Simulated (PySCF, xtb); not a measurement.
CH₂Li₂, SMILES [Li][CH2][Li].

GFN2-xTB (xtb) at its own geometry gives an orbital gap of 1.84 eV and a dipole moment of 4.48 D.

Coordinates come from a r2SCAN-D4/def2-TZVPD optimisation.

Task: What does PBE/def2-TZVPD (PySCF) give? (Estimate from the structure and the level; the computed values follow.)

Result: gap 1.08 eV (levels -2.60 and -1.52 eV), dipole 4.88 D.
